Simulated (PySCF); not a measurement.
One of the candidates below gave these computed data.

All candidates are C6H10O2.

- Polarisability: 80.3 au [PBE0/def2-SVPD]
- Dipole: 2.14 D [PBE0/def2-SVPD]
- Rotational structure: rotational constants A, B, C: 4.181, 0.999, 0.925 GHz [GFN2-xTB]
- UV, first state: lowest singlet excitation: 4.16 eV (298 nm, f = 0.000) [TDDFT PBE0/def2-SVPD]
- 13C NMR: chemical shifts (computed TMS as zero) by class: 218.7 (1 C), 146.1 (1 C), 121.1 (1 C), 81.7 (1 C), 77.6 (1 C), 22.2 (1 C) ppm [GIAO PBE0/pcSseg-1]
- Triplet: lowest triplet excitation (Tamm–Dancoff): 3.59 eV [TDA PBE0/def2-SVPD]

Gas-phase values; electronic properties from PySCF, density fitting. Levels stand in brackets. Geometry: GFN2-xTB, one conformer, isolated molecule. Each NMR value is the plain mean over a class of atoms that symmetry, rotation or inversion makes alike.

Question: Which candidate is it?
A. `C=C[C@@H](C)OC(C)=O`
B. `C/C=C(/C)CC(=O)O`
C. `C=CCOCC(C)=O`
D. `CCC1=COCCO1`
E. `CC(C)COC=C=O`

Answer: C. It is `C=CCOCC(C)=O`. Numbering: `[CH2:1]=[CH:2][CH2:3][O:4][CH2:5][C:6]([CH3:7])=[O:8]`. Its formula, C6H10O2, gives 2 degrees of unsaturation: 0 rings and 2 π bonds in the structure found. 6 carbons fall into 6 classes; from least to most shielded: ketone carbonyl carbon [C6] (218.7 ppm), alkene CH carbon [C2] (146.1 ppm), terminal =CH2 carbon [C1] (121.1 ppm), sp3 carbon bound to oxygen [C5] (81.7 ppm), sp3 carbon bound to oxygen [C3] (77.6 ppm), methyl carbon next to a carbonyl [C7] (22.2 ppm). S1 is mainly HOMO→LUMO (weight 0.93); the largest Löwdin shares of the orbital it empties are 0.43 on the ketone oxygen, 0.18 on the ether oxygen, 0.11 on the ketone carbonyl carbon and 0.10 on an sp3 carbon bound to oxygen, of the orbital it fills 0.38 on the ketone carbonyl carbon, 0.31 on the ketone oxygen, 0.08 on the methyl carbon next to a carbonyl and 0.07 on an sp3 carbon bound to oxygen. The optimised geometry has point group C1 and is an asymmetric top.

The others, at the same levels:
- `C=C[C@@H](C)OC(C)=O` fails: its computed 13C shifts are 175.2 (1 C), 147.9 (1 C), 122.8 (1 C), 76.6 (1 C), 24.0 (1 C), 23.8 (1 C) ppm, rotational constant A is 3.685 GHz (against 4.181 GHz) and smallest rotational constant is 1.080 GHz (against 0.925 GHz).
- `C/C=C(/C)CC(=O)O` fails: its computed 13C shifts are 174.8 (1 C), 139.6 (1 C), 130.2 (1 C), 40.1 (1 C), 26.2 (1 C), 15.0 (1 C) ppm, lowest singlet excitation is 5.48 eV (226 nm, f = 0.059) (against 4.16 eV) and lowest triplet excitation (Tamm–Dancoff) is 4.07 eV (against 3.59 eV).
- `CCC1=COCCO1` fails: its computed 13C shifts are 147.8 (1 C), 128.8 (1 C), 67.3 (1 C), 66.6 (1 C), 29.8 (1 C), 17.5 (1 C) ppm and smallest rotational constant is 1.244 GHz (against 0.925 GHz).
- `CC(C)COC=C=O` fails: it has 5 carbon classes against 6; its computed 13C shifts are 259.1 (1 C), 86.2 (1 C), 80.1 (1 C), 33.9 (1 C), 21.1 (2 C) ppm and smallest rotational constant is 0.848 GHz (against 0.925 GHz).

Each candidate is one conformer, not necessarily the lowest. Dipoles, sizes and rotational constants follow the conformer. The torsions of the flexible species, by atom-mapped SMILES:
- `[CH2:1]=[CH:2][CH2:3][O:4][CH2:5][C:6]([CH3:7])=[O:8]`: C1–C2–C3–O4 -142°, C2–C3–O4–C5 177°, C3–O4–C5–C6 -74°, O4–C5–C6–C7 -33°
- `[CH2:1]=[CH:2][C@@H:3]([CH3:4])[O:5][C:6]([CH3:7])=[O:8]`: C1–C2–C3–C4 112°, C2–C3–O5–C6 151°, C3–O5–C6–C7 -179°
- `[CH3:1]/[CH:2]=[C:3](/[CH3:4])[CH2:5][C:6](=[O:7])[OH:8]`: C2–C3–C5–C6 94°, C3–C5–C6–O7 78°, H–O8–C6–C5 177°
- `[CH3:1][CH2:2][C:3]1=[CH:4][O:5][CH2:6][CH2:7][O:8]1`: C1–C2–C3–C4 -107°
- `[CH3:1][CH:2]([CH3:3])[CH2:4][O:5][CH:6]=[C:7]=[O:8]`: C1–C2–C4–O5 173°, C2–C4–O5–C6 179°, C4–O5–C6–C7 2°
